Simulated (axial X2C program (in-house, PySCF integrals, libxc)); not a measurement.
# Spectroscopic constants of VO⁻

Computed with an axial X2C code built on PySCF integrals. Spin-free means the one-electron spin-free X2C Hamiltonian; two-component (2c) means X2C with spin–orbit coupling and atomic mean-field two-electron Coulomb and Gaunt terms, so the difference of the two also holds small scalar two-electron terms. Basis: V dyall-acv3z [11s11p7d4f2g], O dyall-av3z [7s6p3d2f] (cores contracted in-house); Gaussian nuclei, density fitting, unrestricted open shells. Masses: V 50.944 u, O 15.995 u.

State, spin-free: M_S = 1, Λ = 0 (beyond evenly filled blocks: δ+α, δ-α); electrons by block: σα: 9, σβ: 9, π+α: 3, π+β: 3, π-α: 3, π-β: 3, δ+α: 1, δ-α: 1. Fragments: V + O-.

State, 2c: Ω = 1 (⟨Sz⟩ = 1.00, ⟨Lz⟩ = 0.00 at PBE0); electrons by block: 1/2: 12, -1/2: 12, 3/2: 3, -3/2: 4, 5/2: 1. Fragments: V + O-.

```json
{"Hamiltonian": "spin-free", "level": "PBE0", "Re (Å)": "1.593", "ωe (cm⁻¹)": "1007.1", "ωexe (cm⁻¹)": "5.45", "Be (cm⁻¹)": "0.5457", "k (mdyn/Å)": "7.27", "μ (D)": "2.33"}
{"Hamiltonian": "spin-free", "level": "BHandHLYP", "Re (Å)": "1.596", "ωe (cm⁻¹)": "1003.7", "ωexe (cm⁻¹)": "7.57", "Be (cm⁻¹)": "0.544", "k (mdyn/Å)": "7.23", "μ (D)": "1.35"}
{"Hamiltonian": "2c", "level": "PBE0", "Re (Å)": "1.593", "ωe (cm⁻¹)": "1006.9", "ωexe (cm⁻¹)": "5.45", "Be (cm⁻¹)": "0.5457", "k (mdyn/Å)": "7.27", "μ (D)": "2.34"}
{"Hamiltonian": "2c", "level": "BHandHLYP", "Re (Å)": "1.596", "ωe (cm⁻¹)": "1003.3", "ωexe (cm⁻¹)": "7.58", "Be (cm⁻¹)": "0.544", "k (mdyn/Å)": "7.22", "μ (D)": "1.35"}
```

Dipoles are positive if O is the positive end and refer to the centre of mass.

Occupations by symmetry block were frozen at the best pattern of an incomplete PBE0 search. De is not given where an atomic determinant may have missed its ground term or J level, or where the truncated virtual space spoils (T). Density functionals use the spin component along the axis (collinear). The functionals have no current-density term, which raises determinants with orbital currents, atoms included. With several unpaired electrons one determinant need not be a pure state. Open-shell Ω = 0 determinants with evenly filled partner blocks cannot be reached by this program, so the Ω shown need not be the lowest component. The highest occupied level of some functionals is positive through self-interaction error; at Hartree–Fock it is bound. The determinant is spin-polarised beyond a pure state at some levels (its spin-free form has ⟨S²⟩ too high), which makes Re and μ there less reliable.

No reliable constants came from CCSD (2c), CCSD (spin-free), CCSD(T) (2c), CCSD(T) (spin-free), HF (2c), HF (spin-free), MP2 (2c), MP2 (spin-free): no minimum in range, unconverged points, a curve that is not smooth, a change of character along it, or the two Hamiltonians disagreeing along it.

Rough cost a point (2c) on 1 thread(s) of a shared host, integrals apart: PBE0 1.7 s, BHandHLYP 1.7 s.

The whole task took 4.6 min on 1 thread of Arm Neoverse V1 (shared host).
